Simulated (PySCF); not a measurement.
C3H12OSi2, SMILES [SiH2](C)[C@@H](CO)[SiH3].

Geometry: ωB97X-D3(BJ)/def2-SVP. The structure was generated by enumeration; whether it is a known compound was not checked. One conformer was computed; it need not be the lowest.

These are PySCF with ωB97X/def2-TZVP values and carry that method's errors.

Q: Estimate the frontier levels, gap, dipole moment. (Estimate from the structure and the level; the computed values follow.)

A: 
The highest occupied level is -10.46 eV. The lowest empty level is 2.42 eV and the orbital gap is 12.88 eV. The dipole moment is 1.16 D and the quadrupole, principal values (traceless, Buckingham form, about the centre of nuclear charge) is -8.47, 2.33, 6.14 D·Å.
